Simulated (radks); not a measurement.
All-electron atom: Ir69+ in [He] 2s2 2p4 (the NIST ground configuration). Calculated with a radial shooting solver on a logarithmic mesh with Libxc functionals: scalar-relativistic Kohn-Sham, PBEsol, spin-polarised, spherical densities, finite nucleus; open shells are filled with parallel spins first (spin-orbit coupling, left out, can overturn this in heavy ions); Fermi nuclear charge, rms radius 5.4032 fm. Some entries of the table are withheld. Estimate them.

orbital,occ.,eigenvalue (eV),<r^2> (bohr^2),<r> (bohr)
1s up,1,-83196.49,0.0004183,(1)
1s down,1,-83160.92,0.0004180,(2)
2s up,1,-19768.89,0.006094,0.07184
2s down,1,-19712.83,0.006108,0.07192
2p up,3,-18125.09,0.005004,0.06416
2p down,1,-18059.24,0.005021,0.06426

Answer. 
(1) 1s up <r> (bohr): 0.01742
(2) 1s down <r> (bohr): 0.01741
